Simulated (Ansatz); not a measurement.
Species: GeNH$_{4}$, charge 0, doublet. GeNH4 (SMILES [NH2][GeH2], doublet).
B3LYP-D3(BJ)/def2-TZVP minimum from Ansatz (a quantum-chemistry and plane-wave program):
```xyz
6

Ge    -0.3847     0.0229    -0.0687
N      1.4487    -0.1357     0.1771
H     -0.6515     1.5560    -0.0974
H     -1.0136    -0.6013     1.2109
H      1.8007    -1.0685     0.3459
H      2.0354     0.3299    -0.5021
```
Charge 0, spin multiplicity 2.

Total energies in hartree (Ansatz). Open shells are spin-unrestricted; no spin-orbit coupling. Cores are frozen in correlated methods (noble-gas shells, and filled d and f shells in the p block). No relativity. Where a partner has so few electrons that a lower coupled-cluster level is exact, that level stands in.

```tsv
species	HF/cc-pVTZ	CCSD(T)/cc-pVTZ	HF/cc-pVQZ	CCSD(T)/cc-pVQZ	CCSDT(Q)/cc-pVTZ
1: GeNH4 (SMILES [NH2][GeH2], doublet)	-2132.18015	-2132.54445	-2132.18891	-2132.57334	-2132.54582
2: Ge (triplet)	-2075.36107	-2075.42794	-2075.36359	-2075.43284	-2075.42848
3: N (quartet)	-54.40069	-54.51471	-54.40372	-54.52482	-54.51507
4: H (doublet)	-0.49981	-0.49981	-0.49995	-0.49995	-0.49981
```

Q: Work out the atomisation energy (electronic, to ground-state atoms) in kJ/mol: take Hartree-Fock from cc-pVQZ, extrapolate the CCSD(T) correlation energy as X^-3 (X = 3, 4), and add CCSDT(Q) - CCSD(T) in cc-pVTZ. 1 hartree = 2625.5 kJ/mol.

A: 
Species 1: correlation (64·(-0.38443) - 27·(-0.36430))/37 = -0.39912; step -0.00137; E1 = -2132.18891 + (-0.39912) + (-0.00137) = -2132.58940
Species 2: correlation (64·(-0.06925) - 27·(-0.06687))/37 = -0.07099; step -0.00054; E2 = -2075.36359 + (-0.07099) + (-0.00054) = -2075.43512
Species 3: correlation (64·(-0.12110) - 27·(-0.11402))/37 = -0.12627; step -0.00036; E3 = -54.40372 + (-0.12627) + (-0.00036) = -54.53035
Species 4: correlation (64·(0.00000) - 27·(0.00000))/37 = 0.00000; step +0.00000; E4 = -0.49995 + (0.00000) + (+0.00000) = -0.49995
-1·E1 +1·E2 +1·E3 +4·E4 = 0.62413 hartree = 1638.7 kJ/mol.
